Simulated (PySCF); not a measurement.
**How methods differ on the excitation energy of Nb⁺**

Nb⁺ [Kr] 4d4 (5D) → Nb⁺ [Kr] 4d3 5p1 (high-spin determinant), as a difference of total energies. Calculation: PySCF 2.14, in x2c-TZVPPall (8s6p6d2f1g, 79 functions); scalar relativity by spin-free X2C-1e. Correlated levels: valence and next inner shell: [Ar] 3d10 frozen. The calculations carry no spin-orbit coupling.

```json
{"method": "UHF", "excitation energy (eV)": "3.988"}
{"method": "MP2 (valence and next inner shell)", "excitation energy (eV)": "4.528"}
{"method": "SCS-MP2 (valence and next inner shell)", "excitation energy (eV)": "4.340"}
{"method": "CCSD (valence and next inner shell)", "excitation energy (eV)": "4.385"}
{"method": "CCSD(T) (valence and next inner shell)", "excitation energy (eV)": "4.383"}
```

Question: How much does correlation contribute at CCSD(T) (valence and next inner shell)?

Answer: 4.383 − (3.988) = 0.395 eV, measured against UHF.

The basis was made for the ground configuration and has no added diffuse functions, so the excitation energy can come out too high.

The determinant of the upper state mixes LS terms, which raises its energy above the lowest term, most at the Hartree-Fock and MP2 levels.
